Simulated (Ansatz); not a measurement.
The same ligand exchange along the group B, Al, Ga, In.

Computed with Ansatz on PBE0-D4/def2-TZVP structures; ΔE is electronic, products minus reactants. CBS: MP2 limit from def2 TZ/QZ plus the TZ coupled-cluster correction, frozen cores. This one scheme is used for every species. Functionals use def2-TZVPP. def2 core potentials past Kr. For Br, Ga, In outer-core shells are correlated without core-valence functions, which leaves a few kJ/mol of doubt a bond. Scalar relativity is left out up to krypton. One conformer a species, not always the lowest.

| reaction | ωB97X-V (eV) | B2PLYP (eV) | PBE0-D4 (eV) | r2SCAN-D4 (eV) |
| --- | --- | --- | --- | --- |
| `OB(O)Cl` + HBr → `OB(O)Br` + HCl | 0.11 | 0.11 | 0.10 | 0.11 |
| `[OH][Al]([OH])[Cl]` + HBr → `[OH][Al]([OH])[Br]` + HCl | 0.01 | 0.02 | -0.01 | 0.01 |
| `[OH][Ga]([OH])[Cl]` + HBr → `[OH][Ga]([OH])[Br]` + HCl | -0.11 | -0.11 | -0.13 | -0.11 |
| `[OH][In]([OH])[Cl]` + HBr → `[OH][In]([OH])[Br]` + HCl | -0.19 | -0.20 | -0.21 | -0.20 |

(1) Give the CCSD(T)/CBS values in the same order. (An estimate is asked.)

Largest T1 diagnostic: 0.016, for `[OH][In]([OH])[Cl]`.

## Answers

(1) Computed: 0.08, -0.01, -0.13, -0.22 eV.
